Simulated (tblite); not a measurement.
Parent: `[CH2:1]=[CH:2][PH+:3]([CH:4]=[CH2:5])[CH2:6][CH2:7][CH3:8]` (charge +1) with C1–C2–P3–C4 -121°, C2–P3–C4–C5 113°, C2–P3–C6–C7 172°, P3–C6–C7–C8 56°, [C7H14P]+.

Computed geometry: GFN2-xTB, gas phase. One conformer each, not checked by frequencies here.

```json
{"coordinate of the parent": "C1=C2", "value": "1.326 Å"}
{"coordinate of the parent": "C2–P3", "value": "1.794 Å"}
{"coordinate of the parent": "P3–C4", "value": "1.792 Å"}
{"coordinate of the parent": "C4=C5", "value": "1.325 Å"}
{"coordinate of the parent": "P3–C6", "value": "1.819 Å"}
{"coordinate of the parent": "C6–C7", "value": "1.530 Å"}
{"coordinate of the parent": "C7–C8", "value": "1.521 Å"}
{"coordinate of the parent": "C1–C2–P3", "value": "122.8°"}
{"coordinate of the parent": "C2–P3–C4", "value": "109.9°"}
{"coordinate of the parent": "C2–P3–C6", "value": "108.9°"}
{"coordinate of the parent": "C4–P3–C6", "value": "110.6°"}
{"coordinate of the parent": "P3–C4–C5", "value": "123.4°"}
{"coordinate of the parent": "P3–C6–C7", "value": "112.9°"}
{"coordinate of the parent": "C6–C7–C8", "value": "111.8°"}
```

**Question.** How does the shared frame change in `[CH2:1]=[CH:2][P@H+:3]([CH2:4][SiH3:5])[CH2:6][CH2:7][CH3:8]` (charge +1) with C1–C2–P3–C4 -111°, C2–P3–C4–Si5 176°, C2–P3–C6–C7 -47°, P3–C6–C7–C8 -58°, [C6H16PSi]+? Atoms pair as C2 = C4, P3 = P3, C4 = C2, C5 = C1, C6 = C6, C7 = C7, C8 = C8 (parent first).

**Answer.** 
```csv
parent,relative,value in the relative,change
C2–P3,C4–P3,1.796 Å,+0.002
P3–C4,P3–C2,1.793 Å,+0.001
C4=C5,C2=C1,1.326 Å,+0.001
P3–C6,P3–C6,1.817 Å,-0.002
C6–C7,C6–C7,1.531 Å,+0.001
C7–C8,C7–C8,1.522 Å,+0.001
C2–P3–C4,C4–P3–C2,111.0°,+1.1
C2–P3–C6,C4–P3–C6,110.5°,+1.6
C4–P3–C6,C2–P3–C6,110.5°,-0.1
P3–C4–C5,P3–C2–C1,123.2°,-0.2
P3–C6–C7,P3–C6–C7,113.0°,+0.1
C6–C7–C8,C6–C7–C8,111.9°,+0.1
```

No shared bond changes by more than 0.004 Å. Bonds of the relative outside the shared frame: C4–Si5 1.948 Å. Point group C1 → C1.

**Question.** How does the shared frame change in `[CH2:1]=[CH:2][PH+:3]([CH:4]=[CH2:5])[CH2:6][CH2:7][C:8]([F:9])([F:10])[F:11]` (charge +1) with C1–C2–P3–C4 11°, C2–P3–C4–C5 -120°, C2–P3–C6–C7 58°, P3–C6–C7–C8 47°, [C7H11F3P]+? Atoms pair as C1 = C5, C2 = C4, P3 = P3, C4 = C2, C5 = C1, C6 = C6, C7 = C7, C8 = C8 (parent first).

**Answer.** 
| parent | relative | value in the relative | change |
| --- | --- | --- | --- |
| C1=C2 | C5=C4 | 1.326 Å | 0.000 |
| C2–P3 | C4–P3 | 1.791 Å | -0.003 |
| P3–C4 | P3–C2 | 1.796 Å | +0.004 |
| C4=C5 | C2=C1 | 1.327 Å | +0.002 |
| P3–C6 | P3–C6 | 1.834 Å | +0.015 |
| C6–C7 | C6–C7 | 1.529 Å | -0.001 |
| C7–C8 | C7–C8 | 1.518 Å | -0.003 |
| C1–C2–P3 | C5–C4–P3 | 122.2° | -0.6 |
| C2–P3–C4 | C4–P3–C2 | 110.7° | +0.8 |
| C2–P3–C6 | C4–P3–C6 | 106.2° | -2.7 |
| C4–P3–C6 | C2–P3–C6 | 111.9° | +1.3 |
| P3–C4–C5 | P3–C2–C1 | 121.9° | -1.5 |
| P3–C6–C7 | P3–C6–C7 | 116.0° | +3.1 |
| C6–C7–C8 | C6–C7–C8 | 110.0° | -1.8 |

Of the parent's bonds, P3–C6 changes most (+0.015 Å). Bonds of the relative outside the shared frame: C8–F9 1.339, C8–F10 1.317, C8–F11 1.362 Å. Point group C1 → C1.

**Question.** How does the shared frame change in `[CH2:1]=[CH:2][PH+:3]([CH:4]=[CH2:5])[CH2:6][PH2:7]` (charge +1) with C1–C2–P3–C4 119°, C2–P3–C4–C5 -13°, C2–P3–C6–P7 -60°, P3–C6–P7–H 95° and -172°, [C5H11P2]+? Atoms pair as C1 = C1, C2 = C2, P3 = P3, C4 = C4, C5 = C5, C6 = C6 (parent first).

**Answer.** 
```
  parent  relative  value in the relative  change
   C1=C2     C1=C2                1.326 Å   0.000
   C2–P3     C2–P3                1.788 Å  -0.006
   P3–C4     P3–C4                1.792 Å   0.000
   C4=C5     C4=C5                1.326 Å  +0.001
   P3–C6     P3–C6                1.815 Å  -0.004
C1–C2–P3  C1–C2–P3                 123.0°    +0.2
C2–P3–C4  C2–P3–C4                 111.7°    +1.8
C2–P3–C6  C2–P3–C6                 111.7°    +2.8
C4–P3–C6  C4–P3–C6                 108.6°    -2.0
P3–C4–C5  P3–C4–C5                 123.0°    -0.4
```

Of the parent's bonds, C2–P3 changes most (-0.006 Å). Bonds of the relative outside the shared frame: C6–P7 1.905 Å. Point group C1 → C1.

**Question.** How does the shared frame change in `[CH:1]#[C:2][P@H+:3]([CH:4]=[CH2:5])[CH2:6][CH2:7][CH3:8]` (charge +1) with C2–P3–C4–C5 117°, C2–P3–C6–C7 -48°, P3–C6–C7–C8 -54°, [C7H12P]+? Atoms pair as C1 = C5, C2 = C4, P3 = P3, C4 = C2, C5 = C1, C6 = C6, C7 = C7, C8 = C8 (parent first).

**Answer.** 
```json
{"parent": "C1=C2", "relative": "C5=C4", "value in the relative": "1.326 Å", "change": "0.000"}
{"parent": "C2–P3", "relative": "C4–P3", "value in the relative": "1.793 Å", "change": "-0.001"}
{"parent": "P3–C4", "relative": "P3–C2", "value in the relative": "1.742 Å", "change": "-0.050"}
{"parent": "C4=C5", "relative": "C2≡C1", "value in the relative": "1.203 Å", "change": "-0.122"}
{"parent": "P3–C6", "relative": "P3–C6", "value in the relative": "1.818 Å", "change": "-0.001"}
{"parent": "C6–C7", "relative": "C6–C7", "value in the relative": "1.531 Å", "change": "+0.001"}
{"parent": "C7–C8", "relative": "C7–C8", "value in the relative": "1.522 Å", "change": "+0.001"}
{"parent": "C1–C2–P3", "relative": "C5–C4–P3", "value in the relative": "122.7°", "change": "-0.1"}
{"parent": "C2–P3–C4", "relative": "C4–P3–C2", "value in the relative": "109.0°", "change": "-0.9"}
{"parent": "C2–P3–C6", "relative": "C4–P3–C6", "value in the relative": "111.0°", "change": "+2.1"}
{"parent": "C4–P3–C6", "relative": "C2–P3–C6", "value in the relative": "110.2°", "change": "-0.4"}
{"parent": "P3–C4–C5", "relative": "P3–C2–C1", "value in the relative": "178.4°", "change": "+55.0"}
{"parent": "P3–C6–C7", "relative": "P3–C6–C7", "value in the relative": "112.8°", "change": "-0.1"}
{"parent": "C6–C7–C8", "relative": "C6–C7–C8", "value in the relative": "112.0°", "change": "+0.2"}
```

Of the parent's bonds, C4–C5 changes most (-0.122 Å). Point group C1 → C1.

**Question.** How does the shared frame change in `[CH2:1]=[CH:2][PH+:3]([CH:4]=[CH2:5])[CH2:6][SiH3:7]` (charge +1) with C1–C2–P3–C4 114°, C2–P3–C4–C5 -117°, C2–P3–C6–Si7 167°, [C5H12PSi]+? Atoms pair as C1 = C5, C2 = C4, P3 = P3, C4 = C2, C5 = C1, C6 = C6 (parent first).

**Answer.** 
| parent | relative | value in the relative | change |
| --- | --- | --- | --- |
| C1=C2 | C5=C4 | 1.325 Å | -0.001 |
| C2–P3 | C4–P3 | 1.792 Å | -0.002 |
| P3–C4 | P3–C2 | 1.795 Å | +0.003 |
| C4=C5 | C2=C1 | 1.326 Å | +0.001 |
| P3–C6 | P3–C6 | 1.794 Å | -0.025 |
| C1–C2–P3 | C5–C4–P3 | 123.2° | +0.4 |
| C2–P3–C4 | C4–P3–C2 | 109.6° | -0.3 |
| C2–P3–C6 | C4–P3–C6 | 111.5° | +2.6 |
| C4–P3–C6 | C2–P3–C6 | 111.1° | +0.5 |
| P3–C4–C5 | P3–C2–C1 | 123.0° | -0.4 |

Of the parent's bonds, P3–C6 changes most (-0.025 Å). Bonds of the relative outside the shared frame: C6–Si7 1.949 Å. Point group C1 → C1.
